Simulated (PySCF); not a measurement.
# Static response to an electric field

GeMeF3, CH3F3Ge.
Cartesian coordinates in Å at the PBE0-D3(BJ)/def2-SVP level; atoms count from 1:
```
atom  x, y, z in Å
Ge1   -0.0405    0.0395   -0.8434
C2     0.0934   -0.0721    1.0583
H3    -0.9103    0.0087    1.4965
H4     0.7279    0.7440    1.4288
H5     0.5392   -1.0373    1.3343
F6     1.4789   -0.0535   -1.6416
F7    -0.7531    1.5026   -1.3949
F8    -0.9972   -1.2176   -1.5216
```

Level: CAM-B3LYP/def2-SVPD (PySCF), static field, nuclei fixed, core orbitals frozen in the response. The polarisability tensor in these axes (au):

```
x   37.35 -0.01  0.45
y   -0.01 37.32 -0.42
z    0.45 -0.42 43.85
```

Question: Diagonalise the tensor; give its mean and Δα, where Δα² is half the sum of the squared differences of the eigenvalues.

Answer: Principal values 37.28, 37.33 and 43.90 au; mean 39.50 au = 5.85 Å³ = 6.51 × 10⁻⁴⁰ C²·m²/J; Δα = 6.60 au (17 % of the mean).

Question: What is the dipole moment, and where does it point?

Answer: (0.28, -0.22, 3.86) D, 3.87 D in size, pointing from the negative to the positive side. Measured along this direction, the outermost atoms are F7, F6 and F8 at the negative end and H4, H5 and H3 at the positive end.

Question: What would n − 1 = 2πNα be for an ideal gas of these molecules at 400 K and 1 atm, electronic part alone?

Answer: N = p/kT = 1.8347 × 10¹⁹ cm⁻³, so n − 1 = 2π × N × 5.85 × 10⁻²⁴ cm³ = 675 × 10⁻⁶ at long wavelengths, for an ideal gas.

Question: Molar refractivity from α?

Answer: Lorentz–Lorenz: R = (4π/3)N_A α = 2.5225 cm³/(mol·Å³) × 5.85 Å³ = 14.8 cm³/mol, in the limit of long wavelengths.

Question: How large is μ²/3kT at 500 K beside α?

Answer: In Gaussian units μ²/3kT = 72.40 Å³ against 5.85 Å³, a ratio of 12.37; the Debye molar polarisation (4π/3)N_A(α + μ²/3kT) is 197.4 cm³/mol, leaving out the vibrational part.

Question: What depolarisation ratio follows for Rayleigh scattering of linearly polarised light, taking the static tensor?

Answer: ρ = 3Δα²/(45ᾱ² + 4Δα²) = 130.7/(70225 + 174.2) = 0.00186.

Question: Form Σ f/ω² (atomic units) for the 15 lowest TDDFT singlets, given as eV and f, and set it beside the mean polarisability, which is this sum over all singlets: 9.07, 0.3247; 9.66, 0.0000; 9.82, 0.0037; 9.82, 0.0037; 10.34, 0.0503; 10.34, 0.0503; 10.53, 0.0207; 10.54, 0.0545; 10.55, 0.0583; 10.88, 0.1502; 10.89, 0.1492; 11.13, 0.0001; 11.55, 0.0009; 11.55, 0.0003; 11.60, 0.0238.

Answer: They add up to 6.58 au, 16.6 % of the 39.50 au; the largest single term is 2.93 au, from the state at 9.07 eV. Terms in order: 2.93, 0.00, 0.03, 0.03, 0.35, 0.35, 0.14, 0.36, 0.39, 0.94, 0.93, 0.00, 0.01, 0.00, 0.13 au. Higher excitations give the rest. The strengths listed sum to 0.891.

Isolated species at its PBE0-D3(BJ)/def2-SVP geometry, gas phase. The calculation is non-relativistic, for germanium too.

These values come from a run that also computed excited states and ΔSCF ions. Hardware: an Intel Xeon at 2.70 GHz with one thread, shared host. Cost: 88 s wall (grids of density and orbitals included), 0.75 GiB resident at most.
